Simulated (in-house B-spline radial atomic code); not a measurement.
Values are calculated unless marked as measured or tabulated.
# Ca in an electron gas of r_s = 3.6: phase shifts, screening and friction

A nucleus sits in a uniform electron gas with a rigid positive background. The Kohn-Sham equations are solved self-consistently in the spin-unpolarised LDA (PW92), non-relativistic, on B-splines with outgoing waves at the boundary and partial waves to l = 8. The model has no lattice, no bands and no magnetic solution. Atomic units; δ_l are the phase shifts at the Fermi level, counted so that each bound state adds π, and good to about 0.0005.

The density parameter is r_s = 3.6 bohr.

```
l  δ_l (rad)
0     9.5560
1     6.5421
2     0.4795
3    -0.0202
4    -0.0027
5     0.0001
6    -0.0001
7     0.0000
8    -0.0001
```

Bound levels below the band bottom (hartree): s -143.6, s -14.72, p -11.96, s -1.399, p -0.7286.

(1) Check the Friedel sum rule, and say where the screening charge sits.

(2) Find the transport cross section and the electronic stopping of a 10 keV Ca ion (mass 40.08 u).

## Answers

(1) k_F = (9π/4)^(1/3)/r_s = 0.53310. The rule is Z = (2/π) Σ (2l + 1) δ_l. The terms are s 6.084, p 12.494, d 1.526, f -0.090 and -0.017 beyond, in all 19.998 against Z = 20. Bound states hold 6 s, 12 p, 0 d electrons, so the scattering states carry 2.00 in all.

(2) σ_tr = (4π/k_F²) Σ (l + 1) sin²(δ_l − δ_(l+1)). The terms for l = 0 to 3 are 0.0162, 0.0957, 0.6888, 0.0012, all together 0.8020, so σ_tr = 44.217 × 0.8020 = 35.463 bohr². With n = 3/(4π r_s³) = 0.005117, the friction coefficient is Q = n k_F σ_tr = 0.0967. For v well below v_F = 0.533, dE/dx = Q v; with 24801 eV per u at v = 1, v = √(10000/(24801 × 40.08)) = 0.1003, so dE/dx = 0.00970 hartree/bohr = 4.99 eV/nm. The largest term couples the d and f waves.
